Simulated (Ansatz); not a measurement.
Species: sum formula SiOBr$_{3}$ (charge 0, doublet). It need not be the lowest isomer of its formula. 
Structure (B3LYP-D3(BJ)/def2-TZVP (Ansatz, a first-principles code) minimum search):
```xyz
5

Si    -0.3820     0.0364    -0.2455
Br    -0.7027    -1.5591     1.2360
Br    -0.0925     1.9475     0.8069
Br     1.2953    -0.4240    -1.6230
O     -1.5194     0.0922    -1.4073
```
Charge 0, spin multiplicity 2.

Basis-set convergence of Hartree-Fock and CCSD(T) correlation energies (hartree) with Ansatz. Correlated levels leave the core frozen unless marked. UHF or UKS for open shells. No spin-orbit coupling. Frozen are the shells of the preceding noble gas and the d and f shells that filled before the atom's block. No relativistic terms.

```csv
basis,functions,E(HF),"E(corr, CCSD(T))"
def2-SVP,128,-8080.07120,-0.64177
def2-TZVPP,217,?,?
```

What belongs in the gaps?


- def2-TZVPP, E(HF): -8081.22962
- def2-TZVPP, E(corr, CCSD(T)): -0.86012
